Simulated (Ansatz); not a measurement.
Computed with Ansatz on PBE0-D4/def2-TZVP structures; ΔE is electronic, products minus reactants. CCSD(T)/CBS adds triple-zeta CCSD(T) − MP2 to the extrapolated MP2 energy (def2 sets, frozen cores). This one scheme is used for every species. Functionals use def2-TZVPP. For Ge outer-core shells are correlated without core-valence functions, which leaves a few kJ/mol of doubt a bond. Scalar relativity is left out up to krypton. Each species was taken in one conformer, which may not be the lowest.

Reaction (ligand exchange at a Ge–S bond): `F[SiH](F)[S][GeH3]` + `N[SiH2][SiH3]` → `[SiH3][SiH2][NH][GeH3]` + `F[SiH](F)S`

```
                 species  ωB97M-V energy (Eh)
    `F[SiH](F)[S][GeH3]`          -2966.86872
         `N[SiH2][SiH3]`           -637.91861
`[SiH3][SiH2][NH][GeH3]`          -2716.00326
            `F[SiH](F)S`           -888.76646
```

Work out ΔE.

ΔE = (-2716.00326) + (-888.76646) − (-2966.86872) − (-637.91861) = 0.01761 Eh = +46.2 kJ/mol. CCSD(T)/CBS gives +43.2 kJ/mol.

Largest T1 diagnostic among the species: 0.012.
